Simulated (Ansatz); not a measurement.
Ansatz (a first-principles code) input (B2PLYP/def2-TZVPD):

Ansatz 0.2 input:
```yaml
crystal:
  periodic: [false, false, false]
  atoms:
    - {symbol: Te, position_ang: [-0.00000000, -0.00000000, -0.57649326]}
    - {symbol: Cl, position_ang: [0.00000000, 0.00000000, 1.76339116]}
basis:
  gaussian:
    orbitals: def2-TZVPD
hamiltonian:
  xc: {name: B2PLYP}
magnetization: {spin_polarized: true, initial_magnetization: 1}
correlation: {electrons: outside_noble_gas}
```

Output:

```
Functional definition: B2PLYP
integrals: 0.07 GiB planned
808 factors; integrals over basis functions are off by at most 1.2e-3 eV
mean field: 0.53 GiB planned
mean field evaluation 1: about -19802.1569 eV, gradient 7.5e0 eV
mean field evaluation 2: about -19802.2426 eV, gradient 7.6e0 eV
mean field evaluation 4: about -19802.6002 eV, gradient 1.3e0 eV
mean field evaluation 8: about -19802.6157 eV, gradient 6.7e-2 eV
mean field evaluation 16: about -19802.6158 eV, gradient 5.3e-4 eV
mean field -19802.61581348 eV, -727.7327084502 hartree, gradient 6.2e-6 eV, S^2 0.755547; 2 other end points of the search recorded, 0 dependent functions left out
14 core orbitals not correlated
reference -19802.61594407 eV, -727.7327132495 hartree; 7, 6 occupied and 84, 85 virtual orbitals, 808 factors
second order -9.89399864 eV of doubles, -0.00000000 eV of singles
Total energy: -19805.28732371 eV, -727.8308846403 hartree
```
